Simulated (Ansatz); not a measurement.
Ansatz (a first-principles code) input (MP2/STO-3G):

Ansatz 0.2 input:
```yaml
crystal:
  periodic: [false, false, false]
  atoms:
    - {symbol: As, position_ang: [-0.14653518, -0.20555075, 0.32176302]}
    - {symbol: F, position_ang: [1.33592544, -0.37212610, -0.58230773]}
    - {symbol: F, position_ang: [-0.79862979, 1.12581217, -0.59749001]}
basis:
  gaussian:
    orbitals: STO-3G
magnetization: {spin_polarized: true, initial_magnetization: 1}
correlation: {method: mp2, electrons: outside_noble_gas}
```

Output:

```
WARN ansatz: RAYON_NUM_THREADS=1 ignored (pool sized by the plan → 1); use --threads N
Functional definition: HF
integrals: 0.00 GiB planned
322 factors; integrals over basis functions are off by at most 2.8e-5 eV
mean field: 0.08 GiB planned
mean field evaluation 1: about -65450.3213 eV, gradient 1.3e1 eV
mean field evaluation 2: about -65450.3952 eV, gradient 1.3e1 eV
mean field evaluation 4: about -65452.3389 eV, gradient 1.3e0 eV
mean field evaluation 8: about -65452.3942 eV, gradient 1.8e-3 eV
mean field -65452.39157235 eV, -2405.3310250594 hartree, gradient 1.0e-6 eV, S^2 0.757312; 0 other end points of the search recorded, 0 dependent functions left out
16 core orbitals not correlated, not the lowest: weight in the atoms' cores, before any rotation towards them, 0.974 or more for the frozen orbitals, at most 0.022 for the correlated occupied ones
reference -65452.39157235 eV, -2405.3310250594 hartree; 10, 9 occupied and 2, 3 virtual orbitals, 322 factors
second order -1.64686632 eV of doubles, -0.00000000 eV of singles
Total energy: -65454.03843867 eV, -2405.3915462804 hartree
```
